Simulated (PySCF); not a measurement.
# Two-dimensional NMR puzzle

Compound of formula C4H4Cl2O. Correlations simulated from computed shifts and the bond graph:

HSQC (one-bond C–H):
| δH | δC |
| --- | --- |
| 6.82 | 88.6 |
| 2.13 | 9.4 |

HMBC (two and three bonds, from the bond graph):
| δH | δC |
| --- | --- |
| 6.82 | 200.3, 37.3, 9.4 |
| 2.13 | 200.3, 88.6, 37.3 |

Carbons without hydrogens: δ 200.3, 37.3.

No relativistic terms, equivalent nuclei averaged, no solvent, a single conformation. σ from GIAO-PBE0/pcSseg-1; GFN2-xTB structure; PySCF 2.14.0 with density-fitted response routines.

Shifts are taken against calculated references (same method and geometry level): 1H (σ = 31.72 ppm), 13C (σ = 186.93 ppm) against TMS.

Exchangeable hydrogens are left out of these lists.

**Question.** Assemble the structure.

**Answer.** SMILES CC(=C=O)C(Cl)Cl.

Mapped SMILES: `[CH3:1][C:2](=[C:3]=[O:4])[CH:5]([Cl:6])[Cl:7]`. Hydrogens are named by the atom that carries them.

δC 200.3 is C3, a central carbon of a ketene. δC 88.6 is C5, an allylic sp3 CH bonded to 2 Cl (δH 6.82). δC 37.3 is C2, a terminal carbon of a ketene. δC 9.4 is C1, an allylic methyl carbon (δH 2.13). HMBC from δH 6.82 reaches the proton-free carbons C3, C2. HMBC from δH 2.13 reaches the proton-free carbons C3, C2.

The data come from this structure; uniqueness wasn't tested.

Carbons that carry Cl, above all several Cl atoms, come out too deshielded, partly because spin–orbit coupling is missing. Shifts are as computed. Against solution values, carbons near 30 ppm lie about +3 ppm off and those near 130 ppm about +5 ppm; carbons on Cl a further +6 ppm. Of 1211 compounds with measured shifts, 218 miss one by over three times the rms of a fit or turn the order of signals round; such compounds aren't used in these exercises.
